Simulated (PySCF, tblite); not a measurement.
Species: C2H6BClO2.
Numbering: `[OH:1][B:2]([OH:3])[CH2:4][CH2:5][Cl:6]` (hydrogens: H7 on O1; H8 on O3; H9, H10 on C4; H11, H12 on C5)

Computed with GFN2-xTB (tblite), gas phase: nudged elastic band of 9 images (0 to 8), spring 0.2 eV/Å², climbing image at the end, force threshold 0.05 eV/Å. The top image wasn't refined or checked by frequencies; at this threshold it can lie a kcal/mol or more above the true saddle point of the method.

Path: rotation about C4–C5 (sp3 carbon bound to boron, sp3 C–Cl carbon), followed by the dihedral B2–C4–C5–Cl6.

Image 0 (start, dihedral 64°):
```
atom  x, y, z in Å
O1      1.158    0.118   -1.177
B2      1.068    0.308    0.158
O3      2.056    0.980    0.786
C4     -0.144   -0.232    1.075
C5     -1.526   -0.185    0.441
Cl6    -1.633   -1.257   -0.989
H7      0.439   -0.370   -1.585
H8      2.768    1.259    0.209
H9      0.071   -1.260    1.375
H10    -0.186    0.355    1.993
H11    -2.298   -0.534    1.129
H12    -1.773    0.817    0.089
```

Image 8 (end, +0.089 eV, dihedral -179°):
```
atom  x, y, z in Å
O1      1.104    0.859   -1.053
B2      1.060    0.449    0.241
O3      2.021    0.877    1.076
C4     -0.063   -0.539    0.838
C5     -1.442   -0.333    0.237
Cl6    -2.642   -1.449    0.963
H7      0.426    0.539   -1.644
H8      2.681    1.443    0.673
H9      0.246   -1.573    0.668
H10    -0.118   -0.408    1.918
H11    -1.813    0.675    0.420
H12    -1.458   -0.541   -0.834
```

Problem. What do the inner images look like?

Solution. 
Image 1: +0.037 eV, dihedral 79°
```
atom  x, y, z in Å
O1      1.151    0.221   -1.187
B2      1.072    0.323    0.161
O3      2.049    0.968    0.828
C4     -0.133   -0.273    1.048
C5     -1.520   -0.184    0.424
Cl6    -1.771   -1.474   -0.790
H7      0.447   -0.263   -1.620
H8      2.763    1.301    0.283
H9      0.077   -1.319    1.286
H10    -0.157    0.255    2.001
H11    -2.304   -0.315    1.171
H12    -1.672    0.758   -0.102
```

Image 2: +0.103 eV, dihedral 94°
```
atom  x, y, z in Å
O1      1.152    0.324   -1.183
B2      1.076    0.344    0.170
O3      2.052    0.954    0.870
C4     -0.123   -0.308    1.022
C5     -1.515   -0.193    0.402
Cl6    -1.933   -1.643   -0.562
H7      0.457   -0.142   -1.645
H8      2.762    1.324    0.343
H9      0.097   -1.362    1.200
H10    -0.141    0.161    2.005
H11    -2.287   -0.109    1.166
H12    -1.595    0.650   -0.284
```

Image 3: +0.155 eV, dihedral 109°
```
atom  x, y, z in Å
O1      1.156    0.418   -1.172
B2      1.078    0.369    0.181
O3      2.051    0.945    0.909
C4     -0.115   -0.340    0.994
C5     -1.510   -0.206    0.378
Cl6    -2.095   -1.754   -0.308
H7      0.468   -0.030   -1.662
H8      2.759    1.344    0.401
H9      0.126   -1.399    1.101
H10    -0.131    0.059    2.007
H11    -2.250    0.088    1.122
H12    -1.536    0.505   -0.448
```

Image 4 (top): +0.174 eV, dihedral 123°
```
atom  x, y, z in Å
O1      1.160    0.506   -1.157
B2      1.075    0.397    0.193
O3      2.046    0.940    0.948
C4     -0.108   -0.372    0.964
C5     -1.504   -0.222    0.355
Cl6    -2.247   -1.806   -0.036
H7      0.480    0.076   -1.673
H8      2.753    1.363    0.459
H9      0.157   -1.431    0.992
H10    -0.125   -0.048    2.004
H11    -2.191    0.269    1.041
H12    -1.494    0.329   -0.587
```

Image 5: +0.161 eV, dihedral 138°
```
atom  x, y, z in Å
O1      1.162    0.591   -1.139
B2      1.070    0.421    0.204
O3      2.037    0.933    0.986
C4     -0.102   -0.407    0.932
C5     -1.495   -0.242    0.331
Cl6    -2.379   -1.800    0.241
H7      0.489    0.182   -1.681
H8      2.742    1.382    0.518
H9      0.183   -1.460    0.886
H10    -0.124   -0.152    1.990
H11    -2.114    0.424    0.930
H12    -1.470    0.129   -0.695
```

Image 6: +0.128 eV, dihedral 153°
```
atom  x, y, z in Å
O1      1.161    0.677   -1.118
B2      1.066    0.438    0.215
O3      2.025    0.922    1.023
C4     -0.094   -0.446    0.896
C5     -1.483   -0.267    0.304
Cl6    -2.488   -1.738    0.518
H7      0.493    0.295   -1.685
H8      2.726    1.401    0.579
H9      0.203   -1.492    0.789
H10    -0.122   -0.248    1.967
H11    -2.023    0.546    0.788
H12    -1.463   -0.091   -0.772
```

Image 7: +0.099 eV, dihedral 167°
```
atom  x, y, z in Å
O1      1.154    0.765   -1.095
B2      1.063    0.449    0.223
O3      2.012    0.904    1.057
C4     -0.082   -0.488    0.858
C5     -1.471   -0.296    0.275
Cl6    -2.571   -1.620    0.779
H7      0.489    0.413   -1.683
H8      2.705    1.422    0.643
H9      0.221   -1.527    0.705
H10    -0.117   -0.334    1.935
H11    -1.926    0.631    0.620
H12    -1.474   -0.319   -0.816
```

The largest changes of bonds and angles from start to top: C4–C5 1.521 → 1.530 Å, O1–B2 1.351 → 1.357 Å, B2–C4 1.613 → 1.609 Å, O1–H7 0.961 → 0.956 Å, C5–C4–H10 107.4 → 109.7°, B2–C4–H9 108.9 → 107.3°, C4–C5–H12 111.6 → 112.7°. GFN2-xTB torsional profiles can miss by a kcal/mol or more and can put conformers in the wrong order.

Problem. What do single points at PBE0/pcSseg-1 (PySCF, no dispersion term) give on some images?

Solution. 
| image | GFN2-xTB E (eV) | DFT E (eV) | HOMO (eV) | LUMO (eV) | dipole (D) |
| --- | --- | --- | --- | --- | --- |
| 0 | 0.000 | 0.000 | -8.55 | 0.68 | 0.94 |
| 2 | 0.103 | 0.143 | -8.44 | 0.59 | 1.18 |
| 4 | 0.174 | 0.252 | -8.34 | 0.46 | 1.78 |
| 6 | 0.128 | 0.178 | -8.32 | 0.33 | 2.35 |
| 8 | 0.089 | 0.123 | -8.31 | 0.27 | 2.70 |

Energies count from image 0 at each level. At the GFN2-xTB top the DFT energy is 5.8 kcal/mol against 4.0; the geometries weren't optimised at the DFT level.

What follows is the cost of the whole band run. On one thread of an Arm Neoverse V1, shared host with 32 logical CPUs at a one-minute load of 16, this took 2.2 s of wall time and 0.18 GiB of memory at its peak.
